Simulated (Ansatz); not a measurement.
Two members of one family (Series HfX4), computed with Ansatz in the gas phase; def2 core potentials for Hf, no spin–orbit coupling. The two geometries come from different levels. Binding counts from free atoms in the multiplicity of their measured ground term, without zero-point energy. A dash marks a value that wasn't run or was left out as unsound. The structures are stationary points that may keep the symmetry of their start. Remarks come from the PBE and PBE0 runs and from stability tests at other levels; not every state was tested. HOMO above LUMO (over both spins in singlets and doublets, within one spin in higher multiplets; at PBE or PBE0), or a gap under 0.15 eV within one spin, warns that the state may not be the lowest or that an electron is smeared out.

First: HfF4 (singlet, charge 0, PBE0-D4/def2-SVP geometry).

Cartesian coordinates in Å:
```
Hf 0.000 0.000 0.000
F -0.486 1.240 1.359
F 1.890 0.016 -0.227
F -0.840 0.490 -1.637
F -0.564 -1.747 0.505
```

```json
{"level": "PBE-D4/def2-SVP", "HOMO (eV)": "-9.89", "LUMO (eV)": "-1.55", "gap (eV)": "8.34", "vertical IE (eV)": "–", "binding per atom (eV)": "5.72"}
{"level": "r2SCAN-D4/def2-TZVP", "HOMO (eV)": "-10.61", "LUMO (eV)": "-1.34", "gap (eV)": "9.27", "vertical IE (eV)": "13.85", "binding per atom (eV)": "5.51"}
{"level": "r2SCAN-D4/def2-TZVPD", "HOMO (eV)": "-10.63", "LUMO (eV)": "-1.35", "gap (eV)": "9.29", "vertical IE (eV)": "–", "binding per atom (eV)": "5.51"}
{"level": "PBE0-D4/def2-TZVP", "HOMO (eV)": "-12.17", "LUMO (eV)": "-0.93", "gap (eV)": "11.24", "vertical IE (eV)": "14.48", "binding per atom (eV)": "5.36"}
{"level": "ωB97M-V/def2-TZVP", "HOMO (eV)": "-14.68", "LUMO (eV)": "0.25", "gap (eV)": "14.93", "vertical IE (eV)": "–", "binding per atom (eV)": "5.42"}
```

Metal–donor distances: 4 × F 1.90 Å. Remarks: gap within one spin near zero at PBE or PBE0 (+1 doublet).

Second: HfCl4 (singlet, charge 0, PBE-D4/def2-SVP geometry).

Cartesian coordinates in Å:
```
Hf 0.000 0.000 0.000
Cl -0.943 1.423 -1.596
Cl -1.701 -1.005 1.249
Cl 1.386 1.233 1.422
Cl 1.258 -1.651 -1.074
```

Question: Estimate the same table for the second.

Answer: 
```csv
level,HOMO (eV),LUMO (eV),gap (eV),vertical IE (eV),binding per atom (eV)
PBE-D4/def2-SVP,-8.29,-3.01,5.28,–,4.29
r2SCAN-D4/def2-TZVP,-8.72,-2.92,5.80,11.21,4.26
r2SCAN-D4/def2-TZVPD,-8.72,-2.95,5.78,–,4.26
PBE0-D4/def2-TZVP,-9.72,-2.27,7.45,11.53,4.17
ωB97M-V/def2-TZVP,-11.93,-0.15,11.78,–,4.16
```

Metal–donor distances: 4 × Cl 2.34 Å. Remarks: gap within one spin near zero at PBE or PBE0 (+1 doublet).
